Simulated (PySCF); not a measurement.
# Working with the constants of NaI⁺

UHF-CCSD(T) constants of NaI⁺, ²Π (doublet), unpaired electrons π ↑ (basis Na def2-SVP, I def2-SVP with ECP28; scalar-relativistic core potentials; PySCF 2.14; masses 22.9898 and 126.9045 u):

* ωe: 124.1 cm⁻¹
* ωexe: 1.18 cm⁻¹
* Be: 0.083712 cm⁻¹
* αe: 0.000927 cm⁻¹
* D (centrifugal): 1.52e-07 cm⁻¹
* De to Na⁺ + I: 0.417 eV

Give the vibrational terms G(v) and spacings up to v = 6.

G(v) = ωe(v+½) − ωexe(v+½)².

```json
{"v": "0", "G(v) (cm⁻¹)": "61.8", "G(v) − G(v−1)": "", "Bv (cm⁻¹)": "0.08325"}
{"v": "1", "G(v) (cm⁻¹)": "183.5", "G(v) − G(v−1)": "121.7", "Bv (cm⁻¹)": "0.08232"}
{"v": "2", "G(v) (cm⁻¹)": "302.9", "G(v) − G(v−1)": "119.4", "Bv (cm⁻¹)": "0.08139"}
{"v": "3", "G(v) (cm⁻¹)": "419.9", "G(v) − G(v−1)": "117.0", "Bv (cm⁻¹)": "0.08047"}
{"v": "4", "G(v) (cm⁻¹)": "534.6", "G(v) − G(v−1)": "114.7", "Bv (cm⁻¹)": "0.07954"}
{"v": "5", "G(v) (cm⁻¹)": "646.9", "G(v) − G(v−1)": "112.3", "Bv (cm⁻¹)": "0.07861"}
{"v": "6", "G(v) (cm⁻¹)": "756.8", "G(v) − G(v−1)": "109.9", "Bv (cm⁻¹)": "0.07769"}
```

How well does the Morse estimate ωe²/(4ωexe) reproduce De, and what is D0?

It gives 0.405 eV, 97 % of the computed De. D0 = De − G(0) = 0.417 − 0.008 = 0.409 eV.

Correlated steps freeze 5 core orbitals. Correlated levels converge slowly with the basis: in double zeta they bind strong bonds too weakly, by up to about 1 eV, and carry superposition errors of some tenths. These are scalar-relativistic numbers at best; spin–orbit coupling would shift them, the dissociation energy most. For an ion De counts to the pair picked by the measured ionisation energies or electron affinities, which need not be the lowest pair at this level. The state is the lowest determinant that a PBE0 search found; another state may lie lower at other levels.
